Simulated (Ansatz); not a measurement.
All numbers were calculated with Ansatz.

Basis-set series for FH$_{5}$O$_{2}$Si$_{2}$ (`O[SiH2]O[SiH2]F`). The species carries charge 0 and has multiplicity 1. The structure was optimised at the PBE0-D4/def2-TZVP level. It is one conformer, not always the lowest.

| functional | basis | functions | energy (Eh) | HOMO (eV) | LUMO (eV) |
| --- | --- | --- | --- | --- | --- |
| PBE0-D4 | def2-SVP | 103 | -831.58524 | -8.82 | 1.12 |
| PBE0-D4 | def2-TZVPP | 247 | -832.12793 | -8.94 | 0.36 |
| ωB97M-V | def2-SVP | 103 | -831.96779 | -11.06 | 2.91 |
| ωB97M-V | def2-TZVPP | 247 | -832.51747 | -11.23 | 1.88 |

(1) Give the rows for def2-QZVPP. (Estimate.)

Answers

(1) The calculation gave: 
```tsv
functional	basis	functions	energy (Eh)	HOMO (eV)	LUMO (eV)
PBE0-D4	def2-QZVPP	461	-832.16393	-8.97	0.05
ωB97M-V	def2-QZVPP	461	-832.55080	-11.26	1.33
```

Positive LUMOs are unbound and depend on the basis.
